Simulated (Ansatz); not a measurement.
Ansatz (an electronic-structure program) input file for Te(Me)(OSiH3) (CH₆OSiTe), SMILES C[Te]O[SiH3], PBE0/def2-SVPD. Geometry: PBE-D3(BJ)/def2-SVP. The structure was generated by enumeration, and PubChem lists no compound with its InChIKey, so it may never have been made. The def2 effective core potentials stand for the cores of Te; spin–orbit coupling is left out. The values are those of a single conformer.

Ansatz 0.2 input:
```yaml
crystal:
  periodic: [false, false, false]
  atoms:
    - {symbol: Te, position_ang: [-0.65092118, -0.07826727, 0.51959749]}
    - {symbol: C, position_ang: [-0.67574227, 2.03215599, 0.03445495]}
    - {symbol: H, position_ang: [-1.66803271, 2.42270420, 0.33565070]}
    - {symbol: H, position_ang: [-0.52684903, 2.17403269, -1.05097841]}
    - {symbol: H, position_ang: [0.11757941, 2.53469460, 0.61688826]}
    - {symbol: O, position_ang: [1.32128780, -0.32466906, 0.05884806]}
    - {symbol: Si, position_ang: [1.70426883, -0.72415522, -1.53894928]}
    - {symbol: H, position_ang: [1.14117483, -2.06133713, -1.94618063]}
    - {symbol: H, position_ang: [3.20561989, -0.77296906, -1.59498427]}
    - {symbol: H, position_ang: [1.20279682, 0.31536231, -2.51168901]}
basis:
  gaussian:
    orbitals: def2-SVPD
hamiltonian:
  xc: {name: PBE0}
```

Output:

```
WARN ansatz: RAYON_NUM_THREADS=1 ignored (pool sized by the plan → 1); use --threads N
Functional definition: PBE0
integrals: 0.09 GiB planned
1408 factors; their error is unknown
mean field: 0.74 GiB planned
mean field evaluation 1: about -18333.1188 eV, gradient 6.3e1 eV
mean field evaluation 2: about -18302.8611 eV, gradient 1.3e2 eV
mean field evaluation 4: about -18341.0901 eV, gradient 9.9e0 eV
mean field evaluation 8: about -18341.3318 eV, gradient 2.5e-1 eV
mean field evaluation 16: about -18341.5098 eV, gradient 1.0e-4 eV
mean field -18341.50976862 eV, -674.0380516748 hartree, gradient 1.7e-5 eV, S^2 0.000000; 0 other end points of the search recorded, 0 dependent functions left out
reference -18341.50981937 eV, -674.0380535399 hartree; 29, 29 occupied and 121, 121 virtual orbitals, 1408 factors
Total energy: -18341.50981937 eV, -674.0380535399 hartree
```

The calculation finished and met its thresholds.

Cost: about 4 core-seconds (a rough figure).
